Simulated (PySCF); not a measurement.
**Atomic charges by several schemes**

Species: C₇H₅F₄P.
Structure used (GFN2-xTB), in Å, numbered top down from 1:
```xyz
17
C7H5F4P angstrom
C     -3.1229    0.9668    0.0914
C     -2.4685   -0.1610   -0.1711
C     -1.0316   -0.2611   -0.1862
C     -0.3254   -1.3597   -0.5674
C      1.0885   -1.1897   -0.4592
F      1.9178   -2.1770   -0.7892
C      1.4887    0.0135    0.0210
C      2.8804    0.4799    0.2320
F      3.5925    0.5945   -0.9022
F      3.5888   -0.3211    1.0434
F      2.8814    1.6998    0.8035
P      0.0805    1.1385    0.1890
H     -4.1973    1.0167    0.0981
H     -2.5880    1.8814    0.3011
H     -3.0070   -1.0745   -0.3883
H     -0.7535   -2.2886   -0.9047
H     -0.0312    1.0537    1.5789
```

Density: PBE0/pcSseg-1 (PySCF); schemes: Mulliken, IAO, Hirshfeld and ESP-fitted. One conformer (not necessarily the lowest) at the GFN2-xTB geometry, without solvent, vibrations or thermal averaging.

Problem. Which atoms carry the highest charge in the Mulliken, IAO, Hirshfeld and ESP-fitted schemes?

Solution. All schemes agree: Mulliken C8 (+0.973); IAO C8 (+0.807); Hirshfeld C8 (+0.246); ESP-fitted C8 (+0.549).

Problem. Do the Mulliken, IAO, Hirshfeld and ESP-fitted schemes agree on where the charge is lowest?

Solution. The schemes don't all agree: Mulliken C7 (-0.829); IAO C7 (-0.343); Hirshfeld C7 (-0.130); ESP-fitted C1 (-0.347).

Problem. For which atoms does the sign change between the 4 schemes (beyond +0.03 e in one, beyond −0.03 e in another)?

Solution. C3 and P12.

Problem. Give the atomic charges in each scheme.

Solution. In e:

```csv
atom,environment,Mulliken,IAO,Hirshfeld,ESP-fitted
C1,terminal =CH2 carbon,-0.139,-0.294,-0.084,-0.347
C2,alkene CH carbon,-0.088,-0.137,-0.048,-0.158
C3,unsaturated ring carbon,-0.470,-0.165,-0.035,+0.091
C4,unsaturated ring CH carbon,-0.063,-0.193,-0.063,-0.334
C5,unsaturated ring carbon,+0.476,+0.321,+0.093,+0.372
F6,fluorine bonded to C,-0.246,-0.242,-0.061,-0.152
C7,unsaturated ring carbon,-0.829,-0.343,-0.130,-0.286
C8,CF3 carbon,+0.973,+0.807,+0.246,+0.549
F9,fluorine of a CF3 group,-0.266,-0.280,-0.105,-0.174
F10,fluorine of a CF3 group,-0.266,-0.278,-0.102,-0.197
F11,fluorine of a CF3 group,-0.280,-0.288,-0.095,-0.162
P12,ring phosphorus,+0.608,+0.438,+0.155,-0.046
H13,vinylic hydrogen,+0.130,+0.165,+0.057,+0.177
H14,vinylic hydrogen,+0.135,+0.148,+0.043,+0.181
H15,vinylic hydrogen,+0.103,+0.156,+0.055,+0.160
H16,hydrogen on C4,+0.101,+0.171,+0.063,+0.204
H17,hydrogen on P12,+0.120,+0.015,+0.009,+0.124
```

Mean size of the charges over all atoms: Mulliken 0.311 e, IAO 0.261 e, ESP-fitted 0.218 e, Hirshfeld 0.085 e. Each set sums to the total charge, 0, to within 0.001 e. The IAO scheme counts the electrons in orthogonalised intrinsic atomic orbitals, a minimal basis polarised so that it spans the occupied orbitals exactly.

Problem. Sum the charges by element, for elements with more than one atom.

Solution. 
| element | atoms | Mulliken | IAO | Hirshfeld | ESP-fitted |
| --- | --- | --- | --- | --- | --- |
| C | 7 | -0.140 | -0.004 | -0.020 | -0.114 |
| F | 4 | -1.058 | -1.089 | -0.362 | -0.685 |
| H | 5 | +0.590 | +0.655 | +0.228 | +0.845 |

Problem. How closely do the schemes follow one another over all atoms?

Solution. Correlation coefficient and root-mean-square difference: IAO with Hirshfeld 0.99, 0.211 e; Mulliken with IAO 0.93, 0.167 e; Mulliken with Hirshfeld 0.93, 0.318 e; IAO with ESP-fitted 0.85, 0.163 e; Hirshfeld with ESP-fitted 0.84, 0.173 e; Mulliken with ESP-fitted 0.72, 0.287 e.

Problem. How many electrons does the Mulliken scheme count on F6?

Solution. Z − q = 9 − (-0.246) = 9.246.

These values come from a run that also computed NMR shieldings. Time: 70 s (with the writing of density and orbital grids); peak memory 1.1 GiB. Hardware: Intel Xeon Platinum 8559C, one thread, shared host with 192 logical CPUs at a one-minute load of 14.
